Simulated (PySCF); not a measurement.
## HRuO₃ + NH₃ → RuN(OH)₂ + H₂O

Level: PBE0 in the def2-TZVP basis family, computed in PySCF with density fitting; scalar-relativistic core potentials for atoms from Rb on, none lighter, no spin–orbit coupling; open shells unrestricted.

| species | state and structure | E (Eh) | ZPE (kJ/mol) | H(298 K) − H(0) (kJ/mol) | S° (J/(mol K)) |
| --- | --- | --- | --- | --- | --- |
| HRuO₃ | doublet, Cs, Ru–H 1.578 Å, Ru–O 1.662 Å (×2), Ru–O 1.716 Å; H–Ru–O 93.0°, H–Ru–O 101.0° (×2), O–Ru–O 112.4° (×2), O–Ru–O 128.3° | -320.95672 | 42.6 | 14.9 | 309.0 |
| NH₃ | singlet, C3v, N–H 1.013 Å (×3); H–N–H 107.1° (×3) | -56.51312 | 90.6 | 10.0 | 192.4 |
| RuN(OH)₂ | doublet, C2v, O–H 0.961 Å (×2), Ru–N 1.570 Å, Ru–O 1.884 Å (×2); H–O–Ru 120.5° (×2), N–Ru–O 121.2° (×2), O–Ru–O 117.7° | -301.14409 | 76.5 | 18.3 | 325.7 |
| H₂O | singlet, C2v, O–H 0.960 Å (×2); H–O–H 105.1° | -76.37736 | 56.5 | 9.9 | 188.7 |

Task: What is the electronic reaction energy?

Result: At PBE0/def2-TZVP, ΔE = -135.5 kJ/mol from the differences of the total energies times 2625.5, downhill. 

Task: Add zero-point, thermal and entropy terms for 298.15 K and 1 bar.

Result: ΔZPE = -0.2 and Δ[H(298) − H(0)] = 3.3 kJ/mol give ΔH° = -132.4 kJ/mol. ΔS° = 13.0 J/(mol K), so ΔG° = -132.4 − 298.15 × (0.0130) = -136 kJ/mol and log₁₀K = 23.9.

Open d or f shells are single determinants, so the state found may not be the ground state. The structures come from searches over a few start shapes, so lower isomers are not excluded.
